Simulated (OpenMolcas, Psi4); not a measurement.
## Psi4 → OpenMolcas

This Psi4 1.11 job computes GeO (SMILES [O]=[Ge]):

run.py:
```python
import psi4

psi4.set_memory('2200 MB')
psi4.set_num_threads(1)
psi4.core.set_output_file('geo.out', False)

molecule = psi4.geometry("""
O      0.000000     0.000000    -0.023040
Ge     0.000000     0.000000     1.599530
symmetry c1
no_reorient
no_com
""")

psi4.set_options({
    'basis': 'cc-pVTZ',
    'puream': True,
    'e_convergence': 1e-09,
    'd_convergence': 1e-08,
    'scf_type': 'pk',
    'dft_radial_points': 99,
    'dft_spherical_points': 590,
})

E, wfn = psi4.energy('bhhlyp', molecule=molecule, return_wfn=True)
psi4.oeprop(wfn, 'QUADRUPOLE', 'WIBERG_LOWDIN_INDICES', 'DIPOLE', title='BHHLYP')
print(f'total energy {E:.8f} hartree = {E * 27.211386:.5f} eV')
```

```bash
$ python run.py
```

Geometry: relaxed at PBE0-D4/def2-TZVP.

It gives a total energy of -2152.234979 Eh.

Task: How is this level of theory, on these atoms, set up in OpenMolcas 26.06 as an input file of the program's own, asking for the gradient?

Result: One way, which was run:

input.xyz:
```
2

O      0.000000     0.000000    -0.023040
Ge     0.000000     0.000000     1.599530
```

run.input:
```
&GATEWAY
  BasLib=$CurrDir
  Coord=input.xyz
  Basis=cc-pVTZ
  Group=NoSym

&SEWARD
  GridInput
  Grid=UltraFine
  End of Grid

&SCF
  KSDFT=HYB_GGA_XC_BHANDHLYP
  Thresholds=1e-10 1e-07 1e-07 1e-05
  PrOrbitals=0

&ALASKA
```

```bash
$ export MOLCAS_MEM=1860
$ pymolcas run.input > run.log
```

(Basis files named in the input come from the Basis Set Exchange and aren't shown.)

Its energy is -2152.234974 Eh, 0.005 mEh from the first.
